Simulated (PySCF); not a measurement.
## How methods differ on the excitation energy of Sn

Sn [Kr] 4d10 5s2 5p2 (3P) → Sn [Kr] 4d10 5s1 5p2 6s1 (5P), as a difference of total energies. All numbers are calculated (PySCF 2.14, scalar relativity by spin-free X2C-1e, in aug-cc-pVQZ-DK3 (9s8p6d3f2g, 102 functions)). Correlated levels: valence: [Kr] 4d10 frozen. The calculations carry no spin-orbit coupling.

```json
{"method": "UHF", "excitation energy (cm⁻¹)": "65975"}
{"method": "MP2 (valence)", "excitation energy (cm⁻¹)": "73274"}
{"method": "SCS-MP2 (valence)", "excitation energy (cm⁻¹)": "75735"}
{"method": "CCSD (valence)", "excitation energy (cm⁻¹)": "74559"}
{"method": "CCSD(T) (valence)", "excitation energy (cm⁻¹)": "74880"}
```

The upper state lies above the first ionisation limit, but in LS coupling its spin forbids autoionisation to the ground ion; at this Z spin-orbit coupling breaks that rule. A Rydberg-like electron needs more diffuse functions than a valence basis has.

The promoted electron is Rydberg-like, and one or two diffuse shells describe it only roughly, which tends to raise the upper state.
